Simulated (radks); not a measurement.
Results of a calculation; reference values are marked as such.
The iron ion Fe3+, 23 electrons, occupied as [Ar] 3d4.25 4s0.75 (fractional occupations, a model configuration). Code: a radial shooting solver on a logarithmic mesh with Libxc functionals. Model: Dirac Kohn-Sham, LDA (Slater exchange, Perdew-Wang correlation), spin-unpolarised, spherical densities, finite nucleus; open shells are shared between the two j in proportion to 2j + 1; Fermi nuclear charge, rms radius 3.7377 fm.

X-ray form factor f0, the Fourier transform of the density (f0(0) = 23):

sin(theta)/lambda (1/angstrom),f0 (electrons)
0.05,22.714
0.1,21.913
0.15,20.741
0.2,19.361
0.25,17.904
0.3,16.456
0.4,13.776
0.5,11.545
0.6,9.826
0.8,7.683
1,6.549
1.25,5.591
1.5,4.724
2,3.203
